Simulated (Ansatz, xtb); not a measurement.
## B2F4H4N2: where a starting geometry ends

The starting geometry of this gas-phase singlet was built from a drawn formula by distance geometry; its bonds are those of `F[B-]1(F)[NH2+][B-](F)(F)[NH2+]1`.

```xyz
12

B     0.6733   -0.5397    0.5329
B    -0.6903    0.5173   -0.5584
F     0.7421   -0.6555    2.0031
F     1.7262   -1.3130   -0.0756
F    -1.7744    1.3180    0.0535
F    -0.6821    0.6004   -1.9942
N     0.7519    0.9282    0.0318
N    -0.6545   -0.9128   -0.0490
H     0.6184    1.6355    0.8507
H     1.3996    1.1024   -0.6769
H    -1.4227   -1.1131    0.7146
H    -0.6105   -1.6228   -0.7986
```

Problem. Where would you expect an optimisation with r2SCAN-D4/def2-SVP to take it?

Solution. It keeps its bonds, and is `F[B-]1(F)[NH2+][B-](F)(F)[NH2+]1`.

The energy falls by 1.15 eV over 5 steps:

```csv
step,E − E(last) (eV)
1,1.145
2,0.282
3,0.006
4,0.004
5,0.000
```

Final geometry (Å):

| atom | x (Å) | y (Å) | z (Å) |
| --- | --- | --- | --- |
| B | 0.7521 | -0.5891 | 0.5832 |
| B | -0.7372 | 0.5787 | -0.5815 |
| F | 0.7313 | -0.6373 | 1.9469 |
| F | 1.7406 | -1.2994 | -0.0338 |
| F | -1.7308 | 1.2938 | 0.0216 |
| F | -0.7039 | 0.6171 | -1.9453 |
| N | 0.6970 | 0.9219 | 0.0485 |
| N | -0.6869 | -0.9293 | -0.0378 |
| H | 0.6784 | 1.6307 | 0.7822 |
| H | 1.4163 | 1.1570 | -0.6360 |
| H | -1.4035 | -1.1557 | 0.6523 |
| H | -0.6763 | -1.6435 | -0.7665 |

From the same start GFN2-xTB reaches the same bonding as this run.

No frequencies were run, so the end isn't proven a minimum. Run with Ansatz 0.2.0, 19 s on 2 threads of Arm Neoverse V1 (shared host).
